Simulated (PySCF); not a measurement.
Compound: C₄H₅ClF₂O₂.
SMILES with atom numbers: `[F:1][C@@H:2]1[O:3][CH2:4][O:5][CH2:6][C@@:7]1([F:8])[Cl:9]` (hydrogens: H10 on C2; H11, H12 on C4; H13, H14 on C6)

The same species was optimised twice, with GFN2-xTB and with PBE0-D3(BJ)/def2-SVP (PySCF), and the same property calculations (PySCF, gas phase) were run on both structures.

```
   coordinate  GFN2-xTB  PBE0-D3(BJ)/def2-SVP  change
    C7–F8 (Å)     1.361                 1.350  -0.011
    F1–C2 (Å)     1.381                 1.371  -0.010
    C6–C7 (Å)     1.531                 1.521  -0.010
    O5–C6 (Å)     1.406                 1.398  -0.008
    O3–C4 (Å)     1.418                 1.411  -0.007
    C4–O5 (Å)     1.390                 1.386  -0.004
    C2–C7 (Å)     1.542                 1.538  -0.004
   C7–Cl9 (Å)     1.778                 1.779  +0.001
    C2–O3 (Å)     1.369                 1.369   0.000
F8–C7–Cl9 (°)     108.2                 109.3    +1.1
 C2–O3–C4 (°)     113.0                 114.0    +1.0
 C6–C7–F8 (°)     110.7                 109.9    -0.8
 O3–C2–C7 (°)     111.5                 110.7    -0.8
 F1–C2–O3 (°)     110.1                 110.7    +0.6
 F1–C2–C7 (°)     107.3                 106.7    -0.6
 O5–C6–C7 (°)     109.5                 109.9    +0.4
 C2–C7–C6 (°)     108.9                 109.2    +0.3
```

Rotational constants: A = 1844, B = 1381, C = 1135 MHz (GFN2-xTB) against A = 1846, B = 1398, C = 1145 MHz (PBE0-D3(BJ)/def2-SVP). Point groups within 0.08 Å: C1 and C1.

On the GFN2-xTB structure: lowest singlet, TDDFT (eV) 7.31 [CAM-B3LYP/def2-SVPD]; isotropic polarisability (au) 67.8 [CAM-B3LYP/def2-SVPD]; HOMO (eV) -9.97 [CAM-B3LYP/def2-SVPD]; LUMO (eV) 1.01 [CAM-B3LYP/def2-SVPD]; dipole (D) 1.45 [CAM-B3LYP/def2-SVPD]; HOMO (eV) -8.41 [PBE0/pcSseg-1]; LUMO (eV) 0.31 [PBE0/pcSseg-1]; dipole (D) 1.46 [PBE0/pcSseg-1]; GIAO shielding of F1 (ppm) 338.8 [PBE0/pcSseg-1]; GIAO shielding of C2 (ppm) 76.0 [PBE0/pcSseg-1]; GIAO shielding of O3 (ppm) 217.4 [PBE0/pcSseg-1]; GIAO shielding of C4 (ppm) 96.8 [PBE0/pcSseg-1]; GIAO shielding of O5 (ppm) 265.2 [PBE0/pcSseg-1]; GIAO shielding of C6 (ppm) 113.4 [PBE0/pcSseg-1]; GIAO shielding of C7 (ppm) 76.0 [PBE0/pcSseg-1]; GIAO shielding of F8 (ppm) 324.1 [PBE0/pcSseg-1].

Task: What do these properties become on the PBE0-D3(BJ)/def2-SVP structure?

Result: 
```tsv
property	level	on GFN2-xTB	on PBE0-D3(BJ)/def2-SVP	change
lowest singlet, TDDFT (eV)	CAM-B3LYP/def2-SVPD	7.31	7.33	+0.02
isotropic polarisability (au)	CAM-B3LYP/def2-SVPD	67.8	67.7	-0.1
HOMO (eV)	CAM-B3LYP/def2-SVPD	-9.97	-9.94	+0.03
LUMO (eV)	CAM-B3LYP/def2-SVPD	1.01	1.05	+0.04
dipole (D)	CAM-B3LYP/def2-SVPD	1.45	1.41	-0.04
energy, GFN2-xTB geometry as zero (kcal/mol)	CAM-B3LYP/def2-SVPD	0.0	-0.1	-0.1
HOMO (eV)	PBE0/pcSseg-1	-8.41	-8.38	+0.03
LUMO (eV)	PBE0/pcSseg-1	0.31	0.36	+0.05
dipole (D)	PBE0/pcSseg-1	1.46	1.43	-0.03
energy, GFN2-xTB geometry as zero (kcal/mol)	PBE0/pcSseg-1	0.0	-0.1	-0.1
GIAO shielding of F1 (ppm)	PBE0/pcSseg-1	338.8	342.1	+3.3
GIAO shielding of C2 (ppm)	PBE0/pcSseg-1	76.0	77.1	+1.1
GIAO shielding of O3 (ppm)	PBE0/pcSseg-1	217.4	221.4	+4.0
GIAO shielding of C4 (ppm)	PBE0/pcSseg-1	96.8	97.3	+0.5
GIAO shielding of O5 (ppm)	PBE0/pcSseg-1	265.2	267.5	+2.3
GIAO shielding of C6 (ppm)	PBE0/pcSseg-1	113.4	113.8	+0.4
GIAO shielding of C7 (ppm)	PBE0/pcSseg-1	76.0	77.5	+1.5
GIAO shielding of F8 (ppm)	PBE0/pcSseg-1	324.1	329.0	+4.9
```

The heavy atoms differ by 0.015 Å rms after alignment. Among bonds between heavy atoms F1–C2, C6–C7 and C7–F8 change most and about equally (-0.011 to -0.010 Å). Changes are differences of the printed values. Neither structure is proved a minimum here.
